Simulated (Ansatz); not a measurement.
Geometry optimisation, RKS PBE0-D4/6-31G (Ansatz).

The input (input.yaml):

```yaml
crystal:
  periodic: [false, false, false]
  atoms:
    - { symbol: "N", position_ang: [0.1554, -0.6577, 1.9499] }
    - { symbol: C, position_ang: [0.6775, -0.7403, 0.6134] }
    - { symbol: "N", position_ang: [1.3348, 0.5354, 0.2104] }
    - { symbol: C, position_ang: [0.3619, 0.2113, -0.3667] }
    - { symbol: Si, position_ang: [-0.8563, 0.6371, -1.6059] }
    - { symbol: H, position_ang: [-0.83604, -0.25839, 1.85438] }
    - { symbol: H, position_ang: [0.03015, -1.53498, 2.3668] }
    - { symbol: H, position_ang: [1.2026, -1.6435, 0.3131] }
    - { symbol: H, position_ang: [-1.8536, 1.6687, -1.0945] }
    - { symbol: H, position_ang: [-0.2291, 1.2117, -2.7911] }
    - { symbol: H, position_ang: [-1.6634, -0.5202, -2.0457] }
basis:
  gaussian: { orbitals: "6-31G" }
hamiltonian:
  xc: pbe0
  dispersion: d4
relax:
  f_tol: 0.015
  max_steps: 40
```

Run as:

```bash
$ ansatz run input.yaml --threads 1 --pin off --max-ram 2048MiB --backend cpu --events-out ev --progress --plain --runs-dir out
```

Task: Where does it end, and by what steps?

Result: The forces met the threshold. Limits of this set-up: no polarisation functions. After 17 steps the energy has fallen by 1.286 eV; H7 moved furthest, 0.73 Å. The start is strongly strained (largest force component 9 eV/Å).

```csv
step,energy less start (eV),largest force component (eV/Å),accepted
0,0.0000,9.109,yes
1,-0.9586,1.777,yes
2,-1.0956,0.875,yes
3,-1.1280,0.859,yes
4,-1.1079,1.082,no
5,-1.1941,0.564,yes
6,-1.2265,0.497,yes
7,-1.2657,0.436,yes
8,-1.2521,0.863,no
9,-1.2737,0.102,yes
10,-1.2774,0.165,yes
11,-1.2803,0.110,yes
12,-1.2823,0.077,yes
13,-1.2837,0.058,yes
14,-1.2851,0.037,yes
15,-1.2855,0.018,yes
16,-1.2856,0.017,yes
17,-1.2857,0.006,yes
```

```xyz
11
Properties=species:S:1:pos:R:3
N -0.037 -0.749 1.911
C 0.539 -0.917 0.650
N 1.467 0.226 0.002
C 0.280 0.011 -0.451
Si -0.919 0.695 -1.735
H -0.645 0.038 2.068
H 0.472 -1.070 2.718
H 0.885 -1.921 0.431
H -2.148 1.198 -1.031
H -0.261 1.811 -2.489
H -1.310 -0.412 -2.671
```

Whether the end is a true minimum wasn't checked by a vibrational analysis.

Run time: 67 s on 1 thread of AMD EPYC 7R43 64-Core Processor (Zen 3), on a shared host, peak memory 0.16 GiB.
